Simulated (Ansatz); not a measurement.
Cost and result up the ladder for InMe2H (C2H7In) (10 atoms). Charge 0, multiplicity 1. Geometry: r2SCAN-D4/def2-SVP.

```xyz
10

C    -0.374    0.432   -1.802
C     0.008   -0.049    1.889
In    0.577   -0.597   -0.138
H    -0.114    1.503   -1.774
H    -1.470    0.360   -1.716
H    -0.066    0.022   -2.775
H    -1.045   -0.326    2.065
H     0.086    1.041    2.026
H     0.632   -0.548    2.646
H     1.768   -1.836   -0.422
```

Ansatz on 2 threads of Arm Neoverse V1 on a shared host. Times are rough, and most runs start from the orbitals of an earlier one. ωB97X-V/def2-TZVP serves as the yardstick here, not as an exact answer. Differences are given only for rows in sets of like size (and for xTB, whose basis is part of the method), since another set adds its own error. Binding counts from free atoms at the same level (C triplet, In doublet, H doublet; other spins of the atoms weren't run), without zero-point energy or a counterpoise term.

In the def2 sets In takes a core potential; there is no spin–orbit coupling. Correlated methods freeze 6 core orbitals; core or outer-core shells of In are correlated, in sets that lack core-valence functions.

Correlated methods converge slowly with the basis.

| level | functions | wall time | binding energy per atom (eV) | difference from ωB97X-V/def2-TZVP (eV) |
| --- | --- | --- | --- | --- |
| PBE-D4/def2-SVP | 89 | 1.1 s | 3.37 | – |
| PBE0-D4/def2-SVP | 89 | 1.4 s | 3.35 | – |
| revPBE-D4/def2-TZVP | 154 | 2 s | 3.30 | -0.06 |
| PBE0-D4/def2-TZVP | 154 | 2.5 s | 3.35 | -0.02 |
| PBE-D4/def2-TZVP (with forces) | 154 | 2.5 s | 3.37 | 0.01 |
| r2SCAN-D4/def2-TZVP | 154 | 4.1 s | 3.35 | -0.01 |
| ωB97X-V/def2-TZVP | 154 | 8.5 s | 3.36 | 0.00 |
| CCSD(T)/def2-TZVP | 154 | 38 s | 3.25 | -0.12 |
